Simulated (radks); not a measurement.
All-electron atom: the gadolinium ion Gd3+ in [Xe] 4f6.75 5d0.25 (fractional occupations, a model configuration).

Method: scalar-relativistic Kohn-Sham, r2SCAN, spin-polarised, spherical densities, finite nucleus; open shells are filled with parallel spins first (spin-orbit coupling, left out, can overturn this in heavy ions); meta-GGA in the generalised Kohn-Sham scheme; Fermi nuclear charge, rms radius 5.1569 fm; computed with a radial shooting solver on a logarithmic mesh with Libxc functionals.

Energy parts (hartree):
| part | energy |
|---|---|
| total | -11270.3879 |
| kinetic | 12101.1928 |
| electron-nucleus | -27431.9678 |
| Hartree | 4309.1477 |
| exchange-correlation | -248.7605 |

Orbitals (lengths in bohr, moments of r in powers of bohr; <r^-3> diverges for s and p1/2):
orbital  occ.  eigenvalue (hartree)   <1/r>  <r^-3>
1s up       1             -1844.712   71.64       -
1s down     1             -1844.712   71.64       -
2s up       1             -306.1864   16.63       -
2s down     1             -306.1862   16.63       -
2p up       3             -272.4609   15.52   11430
2p down     3             -272.4603   15.52   11430
3s up       1             -68.98161   6.112       -
3s down     1             -68.86019   6.120       -
3p up       3             -58.47850   5.739    2403
3p down     3             -58.35690   5.747    2410
3d up       5             -44.59890   5.436   322.6
3d down     5             -44.50415   5.444   323.7
4s up       1             -14.93408   2.566       -
4s down     1             -14.64521   2.564       -
4p up       3             -11.45371   2.361   532.7
4p down     3             -11.16392   2.359   531.6
4d up       5              -6.61937   2.082   60.23
4d down     5              -6.32788   2.078   59.97
4f up    6.75              -1.38546   1.559   8.403
4f down     0              -1.11884   1.512   7.984
5s up       1              -2.88309   1.011       -
5s down     1              -2.74330  0.9809       -
5p up       3              -2.00359  0.8690   79.08
5p down     3              -1.90097  0.8408   72.09
5d up    0.25              -0.92788  0.6163   5.299
5d down     0              -0.86018  0.6018   4.926
6s up       0              -0.80830  0.4132       -
6s down     0              -0.74239  0.4071       -
6p up       0              -0.61121  0.3412   12.73

The highest occupied level is 5d up at -25.249 eV. The configuration is held as typed, so some empty levels lie below it. The electron density at the nucleus is 6.579e+05 e/bohr^3 (large components only). Summed over all electrons, <r^2> = 35.65 bohr^2, which gives a Langevin (diamagnetic) susceptibility term of -28.2 x 10^-6 cm^3/mol.
